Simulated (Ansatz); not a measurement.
`[CH3][GeH]([F])[SH]` + H–F → `[CH3][GeH]([F])[F]` + H₂S at 400 K and 1 bar (ligand exchange at a Ge–S bond).

Isolated molecules relaxed with PBE0-D4/def2-TZVP in Ansatz; ΔE leaves out vibrations. CCSD(T)/CBS is the MP2 limit (def2-TZVPP, def2-QZVPP) plus CCSD(T) − MP2 in def2-TZVPP, frozen cores. This one scheme is used for every species. For Ge outer-core shells are correlated without core-valence functions, which leaves a few kJ/mol of doubt a bond. Scalar relativity is left out up to krypton. One conformer a species, not always the lowest.

```csv
species,CCSD(T)/CBS energy (Eh),H − E (kJ/mol),S (J/(mol·K))
`[CH3][GeH]([F])[SH]`,-2614.81526,180.5,380.2
H–F,-100.39570,36.5,182.2
`[CH3][GeH]([F])[F]`,-2316.24489,157.3,353.1
H₂S,-398.97279,53.4,215.9
```

H − E and S are ideal-gas, rigid-rotor, harmonic terms from PBE0-D4/def2-TZVP, for one conformer and one mirror image of each species. 1 Eh = 2625.50 kJ/mol, R = 8.31446 J/(mol·K).

Question: By hand: ΔE, ΔH, ΔS and ΔG.

Answer: ΔE = (-2316.24489) + (-398.97279) − (-2614.81526) − (-100.39570) = -0.00672 Eh = -17.6 kJ/mol. Δ(H − E) = 157.3 + 53.4 − 180.5 − 36.5 = -6.3, so ΔH = -23.9 kJ/mol. ΔS = 353.1 + 215.9 − 380.2 − 182.2 = 6.6 J/(mol·K). ΔG = -23.9 − 400 × (6.6)/1000 = -26.5 kJ/mol.

Question: By hand: the equilibrium constant, and the temperature at which ΔG would vanish if ΔH and ΔS stayed fixed.

Answer: log₁₀ K = −ΔG/(RT ln 10) = 3.5. ΔH and −TΔS have one sign here, so there is no such temperature.

The number of gas molecules stays the same, so ΔS is small and ΔH decides. A doubt of 5 kJ/mol in ΔE shifts log₁₀ K by 0.7 here. Other conformers and mirror images would add mixing entropy, several J/(mol·K) or more a flexible species. These are equilibria of isolated gas molecules and say nothing of rates. Largest T1 diagnostic: 0.012 (customary marks: 0.02 for closed shells, 0.045 for open ones).

ΔS is within the doubt of such terms, so its sign, and with it that verdict, could turn.
